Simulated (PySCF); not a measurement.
A calculated (M06-2X, PySCF 2.14, cc-pV(D+d)Z, the non-relativistic Hamiltonian (point nucleus)) atom or ion has these occupied shells.

```tsv
shell	electrons	orbital energy (eV)	rms radius, mean of both spins (bohr)
1s	2	-1847.5	0.129
2s	2	-173.90	0.617
2p	6	-127.69	0.600
3s	2	-31.033	2.10
```

Task: Name the element and its charge.

Result: Si²⁺ (silicon, charge +2), in [Ne] 3s2, closed-shell 1S.
